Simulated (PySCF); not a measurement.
CHClF2. Atoms are numbered in the order given.

```xyz
5

F     -1.0271     0.1532     1.0790
C     -0.4447    -0.3585     0.0000
F     -1.0271     0.1532    -1.0790
Cl     1.2765     0.0499     0.0000
H     -0.5454    -1.4548     0.0000
```
Charge 0, spin multiplicity 1.

Geometry: PBE0-D3(BJ)/def2-SVP.

Method: r2SCAN/def2-TZVPD (PySCF).

Symmetry labels are those of the subgroup Cs that the program uses (full group Cs).

Computed valence orbital energies around the gap with their symmetry:
```
orbital  symmetry  energy (eV)
-------  --------  -----------
HOMO−7         A"       -15.14
HOMO−6         A'       -14.12
HOMO−5         A"       -11.52
HOMO−4         A'       -11.33
HOMO−3         A"       -10.91
HOMO−2         A'        -9.58
HOMO−1         A"        -8.52
HOMO           A'        -8.48
LUMO           A'        -0.67
LUMO+1         A'         0.58
LUMO+2         A"         1.31
LUMO+3         A'         1.39
```
